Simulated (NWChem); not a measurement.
Species: C$_{4}$H$_{3}$N; SMILES C=C=CC#N

```xyz
8

C      0.4591    -2.2163     0.0000
C     -0.1374    -1.0592     0.0000
C     -0.7522     0.1070     0.0000
C     -0.0541     1.3529     0.0000
N      0.4878     2.3781     0.0000
H      0.7200    -2.7172     0.9386
H      0.7200    -2.7172    -0.9386
H     -1.8487     0.1507     0.0000
```
Atoms are numbered in this order, from 1.

All runs: NWChem. Pople sets run with spherical d functions. Structure relaxed at the PBE0/def2-SVP level. Atomic charges in e: unrestrained fits to the electrostatic potential beside Mulliken populations; buried atoms are poorly determined by the fit.

For level Hartree-Fock/6-31G*:

```
Property     Result
-----------  ------
Mulliken C1   -0.49
Mulliken C3   -0.34
Mulliken C4    0.26
Mulliken N5   -0.40
```

How do the values read with level B3LYP/def2-SVP instead?

The Mulliken C1 comes out as -0.17, the Mulliken C3 comes out as -0.21 and the Mulliken C4 is -0.10. The Mulliken N5 comes out as 0.04.
